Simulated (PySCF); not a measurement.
Nuclear quadrupole coupling in `C/C=C\[Si@@H](NC)C(Cl)Cl`

Species: C₅H₁₁Cl₂NSi.
Geometry (GFN2-xTB, Å), atoms numbered from 1 in this order:
```xyz
20
C5H11Cl2NSi angstrom
C      2.313   -1.235    0.020
C      1.955   -0.119    0.939
C      0.940    0.723    0.790
Si    -0.336    0.699   -0.587
N     -1.617   -0.349   -0.155
C     -1.459   -1.721    0.268
C     -1.167    2.435   -0.649
Cl    -2.465    2.431   -1.859
Cl    -1.839    2.871    0.929
H      3.315   -1.077   -0.377
H      2.326   -2.180    0.564
H      1.611   -1.310   -0.805
H      2.617   -0.020    1.793
H      0.814    1.489    1.546
H      0.245    0.543   -1.935
H     -2.533   -0.173   -0.544
H     -2.257   -1.991    0.960
H     -1.475   -2.420   -0.573
H     -0.505   -1.820    0.779
H     -0.489    3.236   -0.933
```

Field gradients from the PBE0/pcSseg-1 density (PySCF, non-relativistic), principal values in atomic units, ordered |Vxx| ≤ |Vyy| ≤ |Vzz|:

| atom | Vxx | Vyy | Vzz |
| --- | --- | --- | --- |
| N5 | 0.3537 | 0.7054 | -1.0591 |
| Cl8 | -1.9304 | -2.0634 | 3.9938 |
| Cl9 | -1.8754 | -2.2017 | 4.0770 |

Task: Find the asymmetry η = (Vxx − Vyy)/Vzz and the couplings χ = eQV/h (234.96 MHz × Q in barn × V in au), with Q(14N) = 0.02044 b, Q(35Cl) = −0.0817 b.

Result: 
```csv
atom,environment,nucleus,η,χzz (MHz),χxx (MHz),χyy (MHz)
N5,silicon-bound nitrogen,14N,0.33,-5.09,1.70,3.39
Cl8,alkyl chlorine,35Cl,0.03,-76.67,37.06,39.61
Cl9,alkyl chlorine,35Cl,0.08,-78.27,36.00,42.26
```

The gradient is axial or nearly so (η below 0.05) at Cl8. 

Task: What is Vzz at Cl8 in SI units (1 au = 9.71736 × 10²¹ V/m²)?

Result: 3.9938 au = 38.809 × 10²¹ V/m².

Task: What couplings would deuterons (Q(2H) = 0.00286 b) have in place of the hydrogens, at this geometry?

Result: 
```json
{"atom": "H10", "bonded to": "C1", "bond length (Å)": "1.090", "Vzz (au)": "0.3109", "η": "0.02", "χzz (kHz)": "209"}
{"atom": "H11", "bonded to": "C1", "bond length (Å)": "1.090", "Vzz (au)": "0.3100", "η": "0.02", "χzz (kHz)": "208"}
{"atom": "H12", "bonded to": "C1", "bond length (Å)": "1.085", "Vzz (au)": "0.3171", "η": "0.05", "χzz (kHz)": "213"}
{"atom": "H13", "bonded to": "C2", "bond length (Å)": "1.085", "Vzz (au)": "0.3169", "η": "0.05", "χzz (kHz)": "213"}
{"atom": "H14", "bonded to": "C3", "bond length (Å)": "1.083", "Vzz (au)": "0.3253", "η": "0.05", "χzz (kHz)": "219"}
{"atom": "H15", "bonded to": "Si4", "bond length (Å)": "1.476", "Vzz (au)": "0.1511", "η": "0.03", "χzz (kHz)": "102"}
{"atom": "H16", "bonded to": "N5", "bond length (Å)": "1.010", "Vzz (au)": "0.4123", "η": "0.19", "χzz (kHz)": "277"}
{"atom": "H17", "bonded to": "C6", "bond length (Å)": "1.091", "Vzz (au)": "0.3050", "η": "0.05", "χzz (kHz)": "205"}
{"atom": "H18", "bonded to": "C6", "bond length (Å)": "1.094", "Vzz (au)": "0.2978", "η": "0.04", "χzz (kHz)": "200"}
{"atom": "H19", "bonded to": "C6", "bond length (Å)": "1.087", "Vzz (au)": "0.3095", "η": "0.07", "χzz (kHz)": "208"}
{"atom": "H20", "bonded to": "C7", "bond length (Å)": "1.087", "Vzz (au)": "0.3035", "η": "0.06", "χzz (kHz)": "204"}
```

One conformer (not necessarily the lowest) at the GFN2-xTB geometry, without solvent, vibrations or thermal averaging. GFN2-xTB bond lengths can be off by several hundredths of an ångström, more for odd bonds, and the gradients follow them. The basis is small and wasn't made for field gradients, so the couplings can be 20 % off.
